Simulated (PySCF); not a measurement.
Coordinates in bohr (charge 1 multiplicity 6):
```
Ru    0.0000    0.0000   -1.0397
Br    4.0593    0.0000    0.6712
Br   -4.0593    0.0000    0.6712
```

These are results of PySCF, UPBE0, basis Ru def2-SVP with ECP28, Br def2-SVP (scalar-relativistic core potentials, no spin–orbit coupling, density fitting), not measurements.

This geometry of RuBr₂⁺ is a stationary point at this level.

Q: What is the point group?

A: C2v.

Q: Is it a minimum?

A: Yes: all harmonic wavenumbers are real, though the softest, 46 cm⁻¹, leaves little margin.

Q: Which band is strongest in the infrared?

A: 346 cm⁻¹ (b2), 33 km/mol.

Q: Give the atomic charges and bond orders.

A: 
| atom | Mulliken | Löwdin | polar tensor | spin (Mulliken) | Mayer order to Ru1 |
| --- | --- | --- | --- | --- | --- |
| Ru1 | 0.74 | 0.13 | 1.24 | 3.77 | – |
| Br2,3 | 0.13 | 0.43 | -0.12 | 0.62 | 1.56 |

Q: Give the ideal-gas entropy at 298.15 K and 1 bar by parts.

A: translation 178.2, rotation 114.2, vibration 32.5, spin 14.9; total 339.8 J/(mol K).

Other isomers or separated fragments may lie lower. Other spin states or occupations of the open shell can lie lower.
